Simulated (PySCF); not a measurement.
Compound: C₇H₅F₃O.
Z-matrix (Å and degrees, PBE0-D3(BJ)/def2-SVP geometry), rows numbered from 1:
```
C 
C   1  1.3427
C   2  1.4310  1  122.51
C   3  1.3282  2  151.99  1   179.76
O   4  1.3348  3  149.73  2     0.47
C   5  1.3695  4  116.49  3     3.90
F   6  1.3117  5  107.29  4  -177.21
F   6  1.3254  5  111.41  4   -57.39
F   6  1.3248  5  111.19  4    63.12
C   4  1.4119  3   64.56  2  -179.42
C  10  1.3342  3  151.57  4  -179.97
H   1  1.0933  2  121.10  3     0.16
H   1  1.0921  2  121.19  3  -179.79
H   2  1.0943  1  120.82  3   179.77
H  11  1.0907 10  120.60  3  -179.93
H  11  1.0907 10  120.82  3     0.04
```

Method: PBE0-D3(BJ)/def2-SVP geometry optimisation, gas phase (PySCF 2.14.0).

Take the most abundant isotopes and a rigid rotor. The values belong to one conformer with, in the numbering `[CH2:1]=[CH:2][C:3]1=[C:4]([O:5][C:6]([F:7])([F:8])[F:9])[C:10]1=[CH2:11]`, C1–C2–C3–C4 180°, C3–C4–O5–C6 4°.

What are A, B and C (cm⁻¹)?

Ia = 273.00, Ib = 707.96, Ic = 893.57 u·Å²; 505379 MHz·u·Å²/I gives 1851, 713.9 and 565.6 MHz, that is A = 0.06175, B = 0.02381, C = 0.01887 cm⁻¹.

What kind of rotor is it?

An asymmetric top. Ray's parameter κ = (2B − A − C)/(A − C) = -0.769; −1 is the prolate and +1 the oblate limit.

Is it planar, by Δ = Ic − Ia − Ib?

Not planar: Δ = Ic − Ia − Ib = -87.38 u·Å². For a rigid frame Δ = −2 Σ m c², so Σ m c² = 43.69 u·Å² lies off the ab plane: 0.00 from hydrogen and 43.69 from heavier atoms. The atom farthest from that plane is 1.15 Å away.

Give the other two planar moments, Paa and Pbb, and the rms extents of the mass along the axes.

Paa = Σ m a² = (Ib + Ic − Ia)/2 = 664.26 and Pbb = Σ m b² = (Ia + Ic − Ib)/2 = 229.30 u·Å². With the mass M = 162.03 u, the rms extents √(P/M) along a, b and c are 2.02, 1.19, 0.52 Å.

Give the coordinates in the principal-axis frame, origin at the centre of mass.

The sense of each axis is arbitrary; atoms in the order of the calculation.
```tsv
atom	mass (u)	a (Å)	b (Å)	c (Å)
C1	12.000	3.179	-1.851	0.015
C2	12.000	1.873	-1.538	-0.013
C3	12.000	1.407	-0.185	-0.014
C4	12.000	0.435	0.720	-0.032
O5	15.995	-0.866	1.014	-0.060
C6	12.000	-1.733	-0.045	0.002
F7	18.998	-2.948	0.439	-0.098
F8	18.998	-1.517	-0.905	-0.983
F9	18.998	-1.610	-0.698	1.149
C10	12.000	1.748	1.240	-0.005
C11	12.000	2.639	2.233	0.015
H12	1.008	3.946	-1.073	0.041
H13	1.008	3.511	-2.892	0.011
H14	1.008	1.109	-2.321	-0.041
H15	1.008	2.310	3.273	0.011
H16	1.008	3.709	2.024	0.035
```

Which lines would a microwave search look for?

The dipole components are |μa| = 0.28 D, |μb| = 1.74 D, |μc| = 0.01 D. The squared components, which scale the intensities, stand as 0.03 : 1.00 : 0.00 (a : b : c). Some lines, for components of 0.1 D or more:

```csv
type,branch,"J(Ka,Kc)",MHz,lower level (cm⁻¹)
a,Q,"2(1,1) ← 2(1,2)",445,0.161
a,R,"1(0,1) ← 0(0,0)",1279,0.000
b,Q,"1(1,0) ← 1(0,1)",1286,0.043
b,R,"2(0,2) ← 1(1,1)",1408,0.081
b,Q,"2(1,1) ← 2(0,2)",1448,0.128
a,R,"2(1,2) ← 1(1,1)",2411,0.081
b,R,"1(1,1) ← 0(0,0)",2417,0.000
a,R,"2(0,2) ← 1(0,1)",2545,0.043
a,R,"2(1,1) ← 1(1,0)",2707,0.086
b,Q,"2(2,0) ← 2(1,1)",3426,0.176
b,R,"2(1,2) ← 1(0,1)",3548,0.043
b,Q,"2(2,1) ← 2(1,2)",3857,0.161
b,R,"2(2,1) ← 1(1,0)",6119,0.086
b,R,"2(2,0) ← 1(1,1)",6281,0.081
```

No frequency check. These are rigid-rotor constants of the computed structure; measured ground-state constants (B0) also hold zero-point vibration.

On an Arm Neoverse V1 with one thread, shared host with 32 logical CPUs at a one-minute load of 25, this took 2.5 min wall and 0.73 GiB of memory at its peak. That covers the optimisation of the geometry.
